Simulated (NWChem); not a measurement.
System: SiCl cation, singlet

The following NWChem deck was run.

```
start job
memory heap 200 mb stack 900 mb global 1100 mb
charge 1
geometry units angstroms noautosym nocenter noautoz
  Si     0.000000     0.000000    -1.079983
  Cl     0.000000     0.000000     0.894192
end
basis spherical
  Si library def2-tzvp
  Cl library def2-tzvp
end
dft
  xc b3lyp
  iterations 150
end
tddft
  cis
  ecut -63.0
  nroots 6
  notriplet
end
task tddft energy
```

Low-valent species are run as closed-shell singlets; no triplet was tried in these runs. All runs use the structure optimised with PBE0/def2-SVP.

Core excitations by TDA in a window of 1s orbitals, non-relativistic and unshifted: absolute energies depend strongly on the exact-exchange share.

Question: What results follow from this input? (B3LYP/def2-TZVP, restricted-window TDA.) Quantities: first 1s excitation (eV); dipole oscillator strength of the first; first state with f > 0.002 (eV); dipole oscillator strength of that state.

Answer: The first 1s excitation (eV) is 1796.9 and the dipole oscillator strength of the first is 0.0087. The first state with f > 0.002 (eV) is 1796.9. The dipole oscillator strength of that state is 0.0087.
